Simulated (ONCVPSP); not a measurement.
## sulfur: ONCV pseudisation with PBEsol, scalar-relativistic reference atom.

* Element: S (Z = 16)
* Generator: ONCVPSP 4.0.1
* Type: optimised norm-conserving Vanderbilt (ONCV)
* Functional: PBEsol
* Relativity: scalar-relativistic
* Frozen core: [Ne]
* Valence charge: 6
* Reference configuration: 3s2 3p4
* Partial waves: 3s: rc 1.30 bohr, ncon 4, nbas 8, qcut 6.1 1/bohr, 2 projectors, debl 1.3 Ha; 3p: rc 1.70 bohr, ncon 3, nbas 7, qcut 4 1/bohr, 2 projectors, debl 1.6 Ha; d scattering state at 0.27 Ha: rc 1.40 bohr, ncon 4, nbas 8, qcut 6 1/bohr, 3 projectors, debl 2.6 Ha
* Local potential: polynomial inside 1.15 bohr (lpopt 5, dvloc0 4 Ha)
* Core correction: polynomial model core, fcfact 0.2

All-electron outer shells of the reference configuration (PBEsol, scalar-relativistic, ld1.x):

```tsv
shell	level (eV)	outermost node (bohr)	outermost maximum (bohr)
2s	-211.24	0.13	0.39
2p	-156.32	–	0.33
3s	-17.19	0.60	1.40
3p	-6.98	0.58	1.61
```

Problem. Estimate the cutoffs (Ha) at which the residual kinetic energy of the hardest occupied pseudo-wave falls to 1 and 0.1 mHa per electron.

Solution. 13 Ha and 17 Ha. The cutoffs count occupied waves only; projector 2 of the d channel, the hardest unoccupied one, needs 42 Ha at the loose tolerance.

Problem. Does the potential have ghost states?

Solution. No bound ghost flagged; GHOST(+) flags only above 600 eV.

Problem. Which valence shell sets the plane-wave cutoff?

Solution. 3s: 13 Ha for 1 mHa per electron, against 6 Ha for 3p.

Problem. Tests: 3s2 3p3; 3s2 3p2; 3s2 3p1; 3s2 3p3.5. Which has the largest error in its energy relative to the reference configuration, and how large is it?

Solution. 3s2 3p1, with +27 meV (all-electron minus pseudo) on +67.97 eV.
